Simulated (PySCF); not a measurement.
Two-component Hartree-Fock for C³⁺ (carbon, charge +3)

Start: [He] 2p1; 2p3/2 filled at m_j = +3/2. Calculated with PySCF 2.14 in x2c-TZVPall-2c (5s3p2d1f, 31 functions): generalised Hartree-Fock with the X2C-1e Hamiltonian and a Gaussian nucleus; one run each with spin-orbit coupling (SO) switched off, then screened by Boettger's factors. This is a chosen level, not necessarily the ground level.

```tsv
spinor shell	electrons	ε, spin-free (eV)	ε, screened SO (eV)	weight of nominal j (screened SO)	rms radius, screened SO (bohr)
1s1/2	2	-364.85	-364.86	1.000	0.311
2p3/2	1	-56.307	-56.302	1.000	1.32
```

```
   quantity  spin-free  screened SO
E (hartree)  -34.44287    -34.44269
        M_J        3/2          3/2
       ⟨J²⟩      3.750        3.750
       ⟨L²⟩      2.000        2.000
       ⟨S²⟩      0.750        0.750
```

Each row is a mean over spinors that exchange with the open shell spreads, by up to 1.061 eV (1s1/2).

Without spin-orbit coupling the j labels of p, d and f shells carry no meaning; the spin-free column gives the mean over the occupied spinors of each nl shell.
